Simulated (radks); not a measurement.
Problem. Species: the tungsten ion W2+. Configuration: [Kr] 4d10 4f14 5s1.5 5p6 5d4 6d0.5 (fractional occupations, a model configuration). Method: Dirac Kohn-Sham, exchange-only LDA, spin-unpolarised, spherical densities, point nucleus; open shells are shared between the two j in proportion to 2j + 1; computed with a radial shooting solver on a logarithmic mesh with Libxc functionals. Some entries of the table are withheld. Estimate them.

orbital  occ.  eigenvalue (hartree)  <r^2> (bohr^2)
1s1/2       2             -2548.971       0.0004634
2s1/2       2             -440.2911        0.007068
2p1/2       2                   (1)        0.005045
2p3/2       4                   (2)        0.006246
3s1/2       2             -101.9412         0.04620
3p1/2       2                   (3)         0.04238
3p3/2       4                   (4)         0.04897
3d3/2       4             -68.28592             (5)
3d5/2       6             -65.94964             (6)
4s1/2       2                   (7)          0.2286
4p1/2       2             -18.05912          0.2357
4p3/2       4             -15.56290          0.2714
4d3/2       4              -9.75097             (8)
4d5/2       6              -9.29103             (9)
5s1/2     1.5              -3.62747           1.269
5p1/2       2              -2.56988           1.542
5p3/2       4              -2.19752           1.821
4f5/2       6              -2.00927          0.4522
4f7/2       8              -1.92670          0.4672
5d3/2     1.6              -0.83884           3.702
5d5/2     2.4              -0.80503           3.928
6s1/2       0              -0.76061           8.290
6p1/2       0              -0.54608           11.85
6p3/2       0              -0.50216           13.69
6d3/2     0.2              -0.27031            (10)
6d5/2     0.3              -0.26621            (11)

Solution. 
(1) 2p1/2 eigenvalue (hartree): -421.1776
(2) 2p3/2 eigenvalue (hartree): -371.5153
(3) 3p1/2 eigenvalue (hartree): -93.41596
(4) 3p3/2 eigenvalue (hartree): -82.68066
(5) 3d3/2 <r^2> (bohr^2): 0.03795
(6) 3d5/2 <r^2> (bohr^2): 0.03976
(7) 4s1/2 eigenvalue (hartree): -21.59247
(8) 4d3/2 <r^2> (bohr^2): 0.2958
(9) 4d5/2 <r^2> (bohr^2): 0.3093
(10) 6d3/2 <r^2> (bohr^2): 32.00
(11) 6d5/2 <r^2> (bohr^2): 33.02
